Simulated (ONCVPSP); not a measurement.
**Pseudopotential generation for Rb (Z = 37): ONCV, LDA (Perdew-Zunger), scalar-relativistic.**

- Element: rubidium
- Generator: ONCVPSP 4.0.1
- Type: optimised norm-conserving Vanderbilt (ONCV)
- Functional: LDA (Perdew-Zunger)
- Relativity: scalar-relativistic
- Frozen core: [Ar] 3d10
- Valence charge: 9
- Reference configuration: 4s2 4p6 5s1
- Partial waves: 4s+5s: rc 1.95 bohr, ncon 4, nbas 7, qcut 5.9 1/bohr, 3 projectors, debl 3.8 Ha; 4p: rc 1.80 bohr, ncon 4, nbas 8, qcut 7.2 1/bohr, 2 projectors, debl 1.4 Ha; d scattering state at 0.3 Ha: rc 1.75 bohr, ncon 4, nbas 7, qcut 4.8 1/bohr, local
- Local potential: the d channel
- Core correction: polynomial model core, fcfact 0.75

- Cutoffs needed: 16 Ha and 20 Ha (the cutoffs (Ha) at which the residual kinetic energy of the hardest occupied pseudo-wave falls to 1 and 0.1 mHa per electron)
- Ghost test: no bound ghost flagged; GHOST(+) flagged for s at 304.3 eV
- Largest excitation error: -4.3 meV (all-electron minus pseudo) for 4s2 4p5 5s1, out of 4 test configurations
- rms error of d²Exc/dni dnj: 3.89 mHa without and 0.35 mHa with the model core
